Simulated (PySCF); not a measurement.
# Correlation energy of B⁺ (boron, charge +1)

[He] 2s1 3s1, high-spin 3S determinant (an excited configuration). All numbers are calculated (PySCF 2.14, the spin-free X2C one-electron Hamiltonian (Gaussian nucleus), in aug-cc-pVDZ-DK (4s3p2d, 23 functions)). Frozen: 1s2; 2 electrons correlated.

With two correlated electrons CCSD is exact within the correlated space (frozen core and kept virtual orbitals).

```csv
level,correlation energy (mhartree)
CCSD,-7.57
```

Diagnostics: T1 = 0.0090, D1 = 0.0180, largest double amplitude 0.074.

**Question.** Is a single reference adequate?

**Answer.** Mostly. T1 lies below 0.03, but a double amplitude of this size points to a near-degeneracy that CCSD handles and MP2 describes poorly.
